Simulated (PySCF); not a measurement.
Structure problem from calculated spectra and properties.

Formula: C4H13NSi4.

| Quantity | Value |
| --- | --- |
| Valence photoelectron | vertical ionisation energy: 7.74 eV [ΔSCF CAM-B3LYP/def2-SVPD] |
| 1H NMR | chemical shifts (computed TMS as zero) by class: 4.43 (2 H), 4.29 (2 H), 3.77 (1 H), 3.73 (1 H), 3.02 (1 H), 2.45 (6 H) ppm [GIAO PBE0/pcSseg-1] |
| 13C NMR | chemical shifts (computed TMS as zero) by class: 112.2 (1 C), 87.3 (1 C), 39.1 (2 C) ppm [GIAO PBE0/pcSseg-1] |
| Rotational structure | rotational constants A, B, C: 1.031, 0.622, 0.554 GHz [PBE0-D3(BJ)/def2-SVP] |
| Polarisability | 174.3 au [CAM-B3LYP/def2-SVPD] |
| Triplet | lowest triplet excitation (Tamm–Dancoff): 3.62 eV [TDA CAM-B3LYP/def2-SVPD] |
| UV, strongest line | among the 10 lowest singlet transitions: S5 at 5.32 eV (233 nm, f = 0.153) [TDDFT CAM-B3LYP/def2-SVPD] |

The electronic properties come from PySCF, for the isolated species, density fitting. Levels stand in brackets. Geometry: PBE0-D3(BJ)/def2-SVP, one conformer, isolated molecule. Each NMR value is the plain mean over a class of atoms that symmetry, rotation or inversion makes alike.

Task: What is the compound? Reason from the data.

Result: Numbering: `[CH:1]#[C:2][Si:3]1([N:4]([CH3:5])[CH3:6])[SiH2:7][SiH2:8][SiH2:9]1`. Its formula, C4H13NSi4, gives 3 degrees of unsaturation: 1 ring and 2 π bonds in the structure found. 4 carbons fall into 3 classes; from least to most shielded: terminal alkyne carbon [C1] (112.2 ppm), alkyne carbon [C2] (87.3 ppm), N-methyl carbon [C5/C6] (39.1 ppm, 2 C). Hydrogen classes from least to most shielded: 2 H on 2 SiH2 silicons, Si7/Si9 (4.43 ppm), 2 H on 2 SiH2 silicons, Si7/Si9 (4.29 ppm), 1 H on an SiH2 silicon, Si8 (3.77 ppm), 1 H on an SiH2 silicon, Si8 (3.73 ppm), 1 H on a terminal alkyne carbon, C1 (3.02 ppm), 6 H on 2 N-methyl carbons, C5/C6 (2.45 ppm, a mean of values up to 1.0 ppm apart in this geometry). The first electron is taken from the HOMO, whose largest Löwdin shares are 0.34 on the silicon-bound nitrogen, 0.15 on an SiH2 silicon, 0.13 on the four-coordinate silicon and 0.07 on an SiH2 silicon. The optimised geometry has point group C1 and is an asymmetric top. Structure: `C#C[Si]1(N(C)C)[SiH2][SiH2][SiH2]1`. The assignments are read from this structure; whether some other isomer fits the data as well wasn't checked.

Conformer computed: `[CH:1]#[C:2][Si:3]1([N:4]([CH3:5])[CH3:6])[SiH2:7][SiH2:8][SiH2:9]1`: C2–Si3–N4–C5 -36°.
